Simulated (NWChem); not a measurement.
System meant: BiF2, doublet; SMILES [F][Bi][F]

Here is an NWChem input.

```
start job
memory heap 200 mb stack 900 mb global 1100 mb
geometry units angstroms noautoz
  Bi     0.000000     0.000000     0.208515
  F     -1.515399     0.000000    -1.145351
  F      1.515399     0.000000    -1.145351
end
basis spherical
  Bi library def2-svp
  F library def2-svp
end
ecp
  Bi library def2-ecp
end
dft
  odft
  mult 2
  xc xpbe96 cpbe96
  iterations 4
  mulliken
end
task dft energy
```

End of the output:

```
     --------------------------
     Expectation value of S2:
     --------------------------
      <S2> =      0.7512 (Exact =     0.7500)

 center of mass
 --------------
 x =   0.00000000 y =   0.00000000 z =   0.06235016

 moments of inertia (a.u.)
 ------------------
         210.447975166094           0.000000000000           0.000000000000
           0.000000000000         522.048863492607           0.000000000000
           0.000000000000           0.000000000000         311.600888326513

     Multipole analysis of the density
     ---------------------------------

     L   x y z        total         alpha         beta         nuclear
     -   - - -        -----         -----         ----         -------
     0   0 0 0     -0.000000    -21.000000    -20.000000     41.000000

     1   1 0 0      0.000000      0.000000     -0.000000      0.000000
     1   0 1 0     -0.000000     -0.000000     -0.000000      0.000000
     1   0 0 1      1.522010     14.241551     14.637990    -27.357531

     2   2 0 0    -31.425126    -90.786805    -88.251172    147.612851
     2   1 1 0     -0.000000     -0.000000     -0.000000      0.000000
     2   1 0 1     -0.000000     -0.000000     -0.000000      0.000000
     2   0 2 0    -27.840060    -16.638466    -11.201594      0.000000
     2   0 1 1      0.000000      0.000000      0.000000      0.000000
     2   0 0 2    -29.032111    -57.971452    -55.409689     84.349030

 ------------------------------------------------------------------------
 dft energy failed                                                                                  0
 ------------------------------------------------------------------------
 ------------------------------------------------------------------------
  current input line :
    22: task dft energy
 ------------------------------------------------------------------------
 ------------------------------------------------------------------------
 This type of error is most commonly associated with calculations not reaching convergence criteria
 ------------------------------------------------------------------------
 For more information see the NWChem manual at https://nwchemgit.github.io

0:dft energy failed:Received an Error in Communication
```

**Question.** Find the fault in this run and fix the input.

**Answer.** The run did not converge; its last values are not results. Cause: the SCF was allowed too few iterations. This input runs:
```
start job
memory heap 200 mb stack 900 mb global 1100 mb
geometry units angstroms noautoz
  Bi     0.000000     0.000000     0.208515
  F     -1.515399     0.000000    -1.145351
  F      1.515399     0.000000    -1.145351
end
basis spherical
  * library def2-svp
end
ecp
  Bi library def2-ecp
end
dft
  odft
  mult 2
  xc xpbe96 cpbe96
  iterations 150
  mulliken
end
task dft energy
```
It converges to -414.02294 Ha (PBE/def2-SVP with def2 effective core potentials on Bi, spin-unrestricted).
